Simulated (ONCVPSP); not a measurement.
## Co: one change to an ONCV potential, before and after

cobalt (Co), optimised norm-conserving Vanderbilt (ONCV), made with ONCVPSP 4.0.1 (PBE, scalar-relativistic). Core [Ne], reference 3s2 3p6 3d7 4s1.5 4p0.5. Waves: 3s+4s: rc 1.40 bohr, ncon 3, nbas 6, qcut 7.5 1/bohr, 2 projectors; 3p+4p: rc 1.45 bohr, ncon 3, nbas 7, qcut 7.7 1/bohr, 2 projectors; 3d: rc 1.60 bohr, ncon 3, nbas 8, qcut 11.3 1/bohr, 2 projectors, debl 0.9 Ha. Local part: polynomial inside 1.15 bohr (lpopt 5, dvloc0 1 Ha). Core correction: polynomial model core, fcfact 0.6.

Change: p: rc 1.02; local potential polynomial inside 1.02 bohr (lpopt 5, dvloc0 1 Ha).

Cutoffs: the cutoffs (Ha) at which the residual kinetic energy of the hardest occupied pseudo-wave falls to 1 and 0.1 mHa per electron; they do not see the model core or the augmentation charge, which bear on the density cutoff. Errors are all-electron minus pseudo energies relative to the spin-unpolarised reference configuration.

Predict the effect on cutoff, ghosts and configuration errors.

The potential gets harder (44 Ha and 50 Ha → 48 Ha and 148 Ha); the number of tests with a reliable result goes from 3 to 2; the range in which the s phases agree widens (upper end 1.6 → at the end of the scan); neither file shows a bound ghost. A smaller radius makes the pseudo-wave follow the all-electron one further in, where it bends more sharply, so more plane waves are needed.

```tsv
quantity	base	changed
cutoff, loose	44 Ha	48 Ha
cutoff, tight	50 Ha	148 Ha
loose cutoff by channel	s 13 Ha, p 26 Ha, d 44 Ha	s 13 Ha, p 48 Ha, d 44 Ha
bound ghosts	none	none
GHOST(+) flags under 300 eV	none	none
tests with a reliable result	3 of 4	2 of 4
error for 3s2 3p6 3d7 4s2 4p0, meV [ΔE -2.14 eV]	+0.2	+0.2
error for 3s2 3p6 3d7 4s1 4p0, meV [ΔE 6.90 eV]	+0.1	+0.2
s: phases at 1.42 bohr within 0.05 rad from the reference energy up to (Ha; the scan ends near 5)	1.6	to the end of the scan
d: phases at 1.63 bohr within 0.05 rad from the reference energy up to (Ha; the scan ends near 5)	to the end of the scan	to the end of the scan
rms error of d²Exc/dni dnj with the model core, mHa	1.38	1.25
```
